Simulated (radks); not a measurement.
Excited configurations of Ge: one electron is placed in a higher orbital outside [Ar] 3d10 4s2 4p1. The ground configuration is [Ar] 3d10 4s2 4p2. All-electron calculation, scalar-relativistic Kohn-Sham, BLYP, spin-polarised, spherical densities, finite nucleus; open shells are filled with parallel spins first; Fermi nuclear charge, rms radius 4.0742 fm. Program: a radial shooting solver on a logarithmic mesh with Libxc functionals. Excitation = E - E(ground); binding = E(ion) - E, where the ion is the core of charge +1; n* = 1/sqrt(2 binding) in atomic units, and the quantum defect is n - n*.

outer orbital  excitation (eV)  binding (eV)  quantum defect  <r> (bohr)
4d                       5.958         1.773           1.230       8.402
5s                       4.458         3.273           2.961       6.494
5d                       6.558         1.172           1.593       15.66
6d                       6.932         0.799           1.873       25.47
7d                       7.143         0.588           2.189       37.75
7f                       7.324         0.407           1.218       62.18

The Delta-SCF ionisation energy is 7.731 eV (NIST Atomic Spectra Database: 7.899 eV, measured). Self-interaction in the functional shifts the binding energies and quantum defects, so they are the method's values and not measured ones. Open shells are spherical and high-spin; term and fine-structure splittings are not resolved.
